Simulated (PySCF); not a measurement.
Species: C₆H₁₄N₃P.
Geometry (GFN2-xTB, Å), atoms numbered from 1 in this order:
```xyz
24
C6H14N3P angstrom
C      2.6156    0.3257   -0.9131
N      1.3933    0.1791   -0.1634
C      1.5178    0.3908    1.2575
P     -0.0818   -0.1396   -0.9686
N     -1.1628    0.9919   -0.2632
C     -1.4074    2.2926   -0.8284
C     -2.0398    0.4366    0.6697
C     -1.8343   -0.8700    0.8319
N     -0.7966   -1.3392    0.0251
C     -0.6030   -2.7485   -0.1914
H      2.3993    0.1421   -1.9654
H      3.0314    1.3343   -0.8086
H      3.3723   -0.3918   -0.5764
H      1.8379    1.4153    1.4795
H      0.5527    0.2158    1.7288
H      2.2513   -0.2988    1.6889
H     -0.6536    2.4836   -1.5927
H     -1.3270    3.0696   -0.0614
H     -2.3989    2.3611   -1.2886
H     -2.7337    1.0693    1.1907
H     -2.3252   -1.5413    1.5113
H      0.1869   -2.8786   -0.9315
H     -0.2934   -3.2440    0.7345
H     -1.5126   -3.2361   -0.5577
```

Probes without a nucleus sit at each ring's centroid and 1 Å off its mean plane on both sides; NICS is minus the shielding there, NICSzz its component along the normal. Level: GIAO PBE0/pcSseg-1 (PySCF, non-relativistic, gas phase) on the GFN2-xTB geometry, one conformer.

Ring bond lengths (Å), with Mayer bond orders in brackets: P4–N5 1.716 (0.90), N5–C7 1.396 (0.98), C7–C8 1.333 (1.77), C8–N9 1.396 (0.97), N9–P4 1.714 (0.90).

Q: Give the NICS values of each ring in ppm.

A: 
| ring | type | NICS(0) | NICS(1), two faces | NICS(1)zz, two faces | rms pucker (Å) | centre to ring atoms, mean (Å) |
| --- | --- | --- | --- | --- | --- | --- |
| P4–N5–C7–C8–N9 | 5-membered ring with 2 N and P; formal bonds 1 double, 4 single | -7.7 | -2.5 / -4.5 | -7.2 / -8.2 | 0.01 | 1.28 |

Q: What can be read from them?

A: 
- P4–N5–C7–C8–N9: mean NICS(1)zz -7.7 ppm, shielded. A hydrogen on C3, outside the ring, lies 1.45 Å from a NICS(1) probe.

Q: At the second NICS(1) probe listed for ring P4–N5–C7–C8–N9, 1 Å off the ring, how large is the induced field along the normal in 9.4 T applied along it?

A: NICSzz × B0 = -8.2 ppm × 9.4 T = -77 μT, against the applied field.

Q: Give the inner angles of the rings and the Hirshfeld charges of the ring atoms.

A: 
- P4–N5–C7–C8–N9: P4 87.7° (+0.246 e), N5 114.1° (-0.116 e), C7 112.0° (-0.057 e), C8 112.0° (-0.056 e), N9 114.2° (-0.115 e); sum 540.0° against 540° for a flat convex ring.

Q: What are the shieldings of the ring atoms and their hydrogens in the same run (means over atoms taken as equivalent)?

A: 
| atoms | environment | σ isotropic (ppm) | principal values of the symmetric part, first atom (ppm) |
| --- | --- | --- | --- |
| P4 | three-coordinate phosphorus | 196.7 | 124.7, 159.6, 305.7 |
| N5 (×2) | nitrogen bonded to 2 C and P | 176.3 | 121.2, 181.8, 225.2 |
| C7 (×2) | vinylic carbon bearing nitrogen | 66.8 | -17.0, 88.8, 128.9 |
| H20 (×2) | vinylic hydrogen | 25.99 | 23.5, 26.4, 28.1 |

On one thread of an AMD EPYC 7B13, no GPU, shared host with 64 logical CPUs at a one-minute load of 12, this took 55 s of wall time and 1.1 GiB of memory at its peak. This is the whole shielding run at PBE0/pcSseg-1, SCF included.
